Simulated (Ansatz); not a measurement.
Geometry optimisation, RKS PBE-D4/def2-SVP (Ansatz).

The input (input.yaml):

```yaml
crystal:
  periodic: [false, false, false]
  atoms:
    - { symbol: Al, position_ang: [-1.42499, 2.63134, -0.44196] }
    - { symbol: Mg, position_ang: [-0.22013, 0.33561, -0.12283] }
    - { symbol: C, position_ang: [1.2183, -1.43197, 0.29114] }
    - { symbol: S, position_ang: [0.69662, -2.72241, 1.15971] }
    - { symbol: H, position_ang: [-1.7163, 3.26762, -1.84788] }
    - { symbol: H, position_ang: [-1.79327, 3.43337, 0.86297] }
    - { symbol: H, position_ang: [1.92102, -1.71149, -0.50419] }
    - { symbol: H, position_ang: [-0.15233, -2.20381, 2.09403] }
total_charge: 1
basis:
  gaussian: { orbitals: def2-SVP }
hamiltonian:
  xc: pbe
  dispersion: d4
relax:
  f_tol: 0.015
  max_steps: 40
output:
  orbitals: {}
```

Run as:

```bash
$ ansatz run input.yaml --threads 1 --pin off --max-ram 2048MiB --backend cpu --events-out ev --progress --plain --runs-dir out
```

Where does it end, and by what steps?

It converged. Limits of this set-up: the dipole of an ion depends on the origin. After 7 steps the energy has fallen by 0.279 eV; Mg2 moved furthest, 0.33 Å.

```csv
step,energy less start (eV),largest force component (eV/Å),accepted
0,0.0000,1.473,yes
1,-0.2169,0.884,yes
2,-0.2317,0.689,yes
3,-0.2744,0.213,yes
4,-0.2769,0.102,yes
5,-0.2784,0.062,yes
6,-0.2787,0.059,yes
7,-0.2788,0.015,yes
```

```xyz
8
Properties=species:S:1:pos:R:3
Al -1.443 2.758 -0.426
Mg 0.065 0.487 -0.046
C 1.103 -1.489 0.242
S 0.788 -2.797 1.197
H -1.778 3.198 -1.923
H -1.922 3.535 0.886
H 1.879 -1.815 -0.491
H -0.164 -2.279 2.051
```

Run time: 24 s on 1 thread of Arm Neoverse V2, with other jobs on the host, peak memory 0.15 GiB.
